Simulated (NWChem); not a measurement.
# Electron attachment to C₂F₃

```
C
F 1 1.3086
F 1 1.3145 2 112.16
C 1 1.3207 2 122.95 3 180.00
F 4 1.2952 1 129.95 2 180.00
```
Charge 0, spin multiplicity 2.

The numbers come from NWChem runs, not from measurements. Structure: optimised with UPBE0/def2-SVP, a minimum by its harmonic frequencies.

Basis set: def2-SVPD. The species with one electron more has spin multiplicity 1 and keeps the geometry of the parent. Δ marks differences of total energies (open shells unrestricted). −ε marks an orbital energy of the parent. That orbital need not have the symmetry of the hole or added electron in the Δ rows. The basis adds only a small set of diffuse functions.

B3LYP has NWChem's definition, with VWN1-RPA local correlation. The structure started from a generated list of species. The unpaired electrons of the parent sit in orbitals of symmetry a' (Cs labels of the run); other states weren't searched. No SCF solution was tested for a lower state.

Problem. For the vertical electron affinity, ΔB3LYP gives 1.46 eV and ΔM06-2X gives 1.48 eV. What do G0W0@LDA (SVWN5), −ε(beta LUMO) of M06-2X, −ε(beta LUMO) of PBE give?

Solution. G0W0@LDA (SVWN5): 1.62 eV; −ε(beta LUMO) of M06-2X: 2.67 eV; −ε(beta LUMO) of PBE: 4.72 eV.
